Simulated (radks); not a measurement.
Results of a calculation; reference values are marked as such.
Problem. The table gives one normalised radial function P(r) = r R(r) of S+ in [Ne] 3s2 3p3 (r in bohr). Level of theory: non-relativistic Kohn-Sham, r2SCAN, spin-polarised, spherical densities, point nucleus; open shells are filled with parallel spins first; meta-GGA in the generalised Kohn-Sham scheme (a radial shooting solver on a logarithmic mesh with Libxc functionals).

r           P
0.008237   0.0783
0.01056    0.0965
0.01342    0.1170
0.01706    0.1398
0.02186    0.1649
0.02779    0.1887
0.03533    0.2090
0.04527    0.2211
0.05755    0.2177
0.07375    0.1902
0.09375    0.1328
0.1192     0.0407
0.1527    -0.0877
0.1942    -0.2277
0.2468    -0.3507
0.3163    -0.4128
0.4021    -0.3648
0.5111    -0.1876
0.655      0.1101
0.8327     0.4461
1.059      0.7289
1.356      0.8632
1.724      0.7929
2.192      0.5797
2.809      0.3248
3.571      0.1391
4.54       0.0417
5.818      0.0076

Which n and l does it have? It may be an empty orbital.

Solution. n = 3, l = 0: the number of nodes gives n - l - 1 = 2, the rise at small r (about r^(l+1)) gives l, and the extent must fit the shell. The curve is that of 3s up; the table hardly tells the two spins apart. 3s up: eigenvalue -29.854 eV, 2 radial nodes at r = 0.130, 0.602 bohr, <r> = 1.64 bohr, 90 % of the charge inside 2.46 bohr.
